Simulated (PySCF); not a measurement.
Energy landscape of H₄AlN, singlet: twist about the double or partial double bond, both ends planar. Scanned: twist about the central bond. Other coordinates (Al-N length, H-Al-N angle, H-N-Al angle, Al-H length, N-H length) were minimised at PBE0/def2-TZVP.

The free coordinates were minimised at PBE0/def2-TZVP in PySCF; the energy column is CCSD(T) on RHF/cc-pVTZ, 6 core orbitals frozen (PySCF), in kJ/mol.

| at / ° | Al-N length / Å | H-Al-N angle / ° | H-N-Al angle / ° | Al-H length / Å | N-H length / Å | E |
|---|---|---|---|---|---|---|
| 0 | 1.766 | 117.9 | 124.9 | 1.583 | 1.007 | 0.00 |
| 7.50 | 1.766 | 117.9 | 124.9 | 1.583 | 1.007 | 0.77 |
| 15 | 1.768 | 118.0 | 124.9 | 1.584 | 1.007 | 3.01 |
| 22.50 | 1.769 | 118.3 | 125.0 | 1.584 | 1.007 | 6.64 |
| 30 | 1.771 | 118.6 | 125.0 | 1.585 | 1.007 | 11.46 |
| 37.50 | 1.773 | 119.0 | 125.1 | 1.585 | 1.007 | 17.16 |
| 45 | 1.775 | 119.4 | 125.2 | 1.586 | 1.007 | 23.41 |
| 52.50 | 1.777 | 119.8 | 125.2 | 1.587 | 1.007 | 29.81 |
| 60 | 1.779 | 120.2 | 125.3 | 1.587 | 1.007 | 35.92 |
| 67.50 | 1.781 | 120.6 | 125.4 | 1.588 | 1.007 | 41.30 |
| 75 | 1.782 | 120.8 | 125.4 | 1.588 | 1.007 | 45.52 |
| 82.50 | 1.783 | 121.0 | 125.4 | 1.589 | 1.007 | 48.21 |
| 90 | 1.783 | 121.0 | 125.4 | 1.589 | 1.007 | 49.15 |

Near 90° the triplet can lie below this singlet.
